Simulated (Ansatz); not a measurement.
`[Br][Sn][Br]` + `[NH2][Al]([F])[F]` → `[NH2][Sn][Br]` + `[F][Al]([F])[Br]` at 500 K and 1 bar (redistribution).

Calculated with Ansatz (gas phase, PBE0-D4/def2-TZVP geometries, no zero-point term in ΔE). CCSD(T)/CBS is the MP2 limit (def2-TZVPP, def2-QZVPP) plus CCSD(T) − MP2 in def2-TZVPP, frozen cores. def2 core potentials past Kr. For Br, Sn outer-core shells are correlated without core-valence functions, which leaves a few kJ/mol of doubt a bond. Scalar relativity is left out up to krypton. One conformer a species, not always the lowest.

```
            species  CCSD(T)/CBS energy (Eh)  H − E (kJ/mol)  S (J/(mol·K))
     `[Br][Sn][Br]`              -5360.78051            29.5          358.4
`[NH2][Al]([F])[F]`               -497.71159           115.9          344.4
    `[NH2][Sn][Br]`              -2843.33195            97.7          359.4
 `[F][Al]([F])[Br]`              -3015.14527            46.5          347.3
```

H − E and S are ideal-gas, rigid-rotor, harmonic terms from PBE0-D4/def2-TZVP, for one conformer and one mirror image of each species. 1 Eh = 2625.50 kJ/mol, R = 8.31446 J/(mol·K).

Q: By hand: ΔE, ΔH, ΔS and ΔG.

A: ΔE = (-2843.33195) + (-3015.14527) − (-5360.78051) − (-497.71159) = 0.01488 Eh = 39.1 kJ/mol. Δ(H − E) = 97.7 + 46.5 − 29.5 − 115.9 = -1.2, so ΔH = 37.9 kJ/mol. ΔS = 359.4 + 347.3 − 358.4 − 344.4 = 3.9 J/(mol·K). ΔG = 37.9 − 500 × (3.9)/1000 = 35.9 kJ/mol.

Q: By hand: the equilibrium constant, and the temperature at which ΔG would vanish if ΔH and ΔS stayed fixed.

A: log₁₀ K = −ΔG/(RT ln 10) = -3.8. ΔG = 0 at ΔH/ΔS = 9718 K, far beyond where these terms or the molecules hold.

The number of gas molecules stays the same, so ΔS is small and ΔH decides. A doubt of 5 kJ/mol in ΔE shifts log₁₀ K by 0.5 here. Other conformers and mirror images would add mixing entropy, several J/(mol·K) or more a flexible species. These are equilibria of isolated gas molecules and say nothing of rates. Largest T1 diagnostic: 0.014 (customary marks: 0.02 for closed shells, 0.045 for open ones).
